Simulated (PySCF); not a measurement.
**Correlation energy of Ne²⁺ (neon, charge +2)**

[He] 2s2 2p3 3d1, high-spin 5D determinant (an excited configuration). Computed with PySCF 2.14 in aug-cc-pCVTZ-DK, with scalar relativity by spin-free X2C-1e. Frozen: 1s2; 6 electrons correlated.

```csv
level,correlation energy (mhartree)
CCSD,-133.28
(T),-1.55
CCSD(T),-134.83
```

Diagnostics: T1 = 0.0019, D1 = 0.0036, largest double amplitude 0.042.

**Question.** Is a single reference adequate?

**Answer.** Yes: T1 lies below 0.03 and no double amplitude reaches 0.07.
